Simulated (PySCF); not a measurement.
# Correlation energy of Ba (barium, neutral)

[Xe] 5d1 6s1, high-spin 3D determinant (an excited configuration). Calculation: PySCF 2.14, in def2-TZVPPD with the def2 core potential (46 electrons) (6s4p3d1f, 40 functions); scalar relativity through the core potential. Frozen: 5s2 5p6; 2 electrons correlated.

With two correlated electrons CCSD is exact within the correlated space (frozen core and kept virtual orbitals).

```json
{"level": "CCSD", "correlation energy (mhartree)": "-2.44"}
```

Diagnostics: T1 = 0.0027, D1 = 0.0039, largest double amplitude 0.053.

Q: Is a single reference adequate?

A: Yes, within this model without spin-orbit coupling: T1 lies below 0.03 and no double amplitude reaches 0.07.
